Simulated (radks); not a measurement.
Results of a calculation; reference values are marked as such.
Task: Isoelectronic series with 53 electrons, all held in the configuration [Kr] 4d10 5s2 5p5, which need not be the ground one along the series. Code: a radial shooting solver on a logarithmic mesh with Libxc functionals. Model: scalar-relativistic Kohn-Sham, LDA (Slater exchange, Perdew-Wang correlation), spin-unpolarised, spherical densities, point nucleus. Total energies (hartree) and mean radii <r> (bohr):

ion,E (hartree),5p,5s,4d
I,-7110.61208,2.470,1.957,0.9224
Xe+,-7440.89551,2.185,1.819,0.8769
Cs2+,-7779.8113,1.984,1.701,0.8361
Ba3+,-8127.3873,1.830,1.599,0.7993
La4+,-8483.6602,1.705,1.512,0.7660
Ce5+,-8848.6727,1.600,1.435,0.7356
Pr6+,-9222.4720,1.511,1.366,0.7078
Nd7+,-9605.1090,1.433,1.305,0.6822
Pm8+,-9996.6384,1.364,1.249,0.6585
Sm9+,-10397.1178,1.303,1.199,0.6365
Eu10+,-10806.6076,1.248,1.153,0.6160
Gd11+,-11225.1716,1.198,1.111,0.5969
Tb12+,-11652.8761,1.152,1.071,0.5790
Dy13+,-12089.7903,1.110,1.035,0.5622
Ho14+,-12535.9864,1.072,1.001,0.5464
Er15+,-12991.5395,1.036,0.9697,0.5315
Tm16+,-13456.5277,1.003,0.9401,0.5174
Yb17+,-13931.0321,0.9715,0.9123,0.5041
Lu18+,-14415.1372,0.9424,0.8861,0.4915
Hf19+,-14908.9304,0.9152,0.8614,0.4795
W21+,-15925.9494,0.8654,0.8159,0.4572
Re22+,-16449.3679,0.8425,0.7949,0.4469
Os23+,-16982.8606,0.8209,0.7749,0.4370

Estimate the row of Ta20+.

Result: E (hartree) -15412.5030; 5p 0.8895; 5s 0.8381; 4d 0.4681.
